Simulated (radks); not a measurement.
Species: Cl-. Configuration: [Ar]. Calculated with a radial shooting solver on a logarithmic mesh with Libxc functionals: non-relativistic Kohn-Sham, LB94 model potential, spin-polarised, spherical densities, point nucleus; Watson sphere of charge +1 and radius 4.28 bohr.

Radial electron density D(r) = 4 pi r^2 rho(r):

r (bohr),D(r) (e/bohr)
0.006207,1.264
0.006999,1.564
0.007954,1.956
0.008968,2.403
0.01019,2.978
0.01149,3.622
0.01306,4.437
0.01473,5.331
0.01674,6.433
0.01887,7.609
0.02145,9.009
0.02418,10.44
0.02749,12.07
0.03099,13.64
0.03522,15.30
0.03971,16.74
0.04514,18.07
0.05089,19.01
0.05784,19.58
0.06522,19.65
0.07412,19.20
0.08357,18.34
0.09498,17.07
0.1071,15.75
0.1217,14.49
0.1372,13.69
0.156,13.47
0.1759,13.95
0.1999,15.12
0.2254,16.59
0.2561,18.14
0.2888,19.13
0.3282,19.28
0.3701,18.36
0.4206,16.27
0.4742,13.55
0.539,10.35
0.6077,7.593
0.6907,5.375
0.7788,4.179
0.8851,3.776
0.998,3.950
1.134,4.348
1.279,4.623
1.453,4.618
1.639,4.295
1.863,3.684
2.1,2.981
2.387,2.220
2.691,1.584
3.059,1.035
3.449,0.6515
3.919,0.3686
4.419,0.1977
5.023,0.09007
5.663,0.03777
6.436,0.01273
7.257,0.003879

D(r) has 3 maxima, at r = 0.0627, 0.313, 1.36 bohr, and minima at 0.152, 0.892 bohr, inside which lie 2.19, 10.41 electrons.
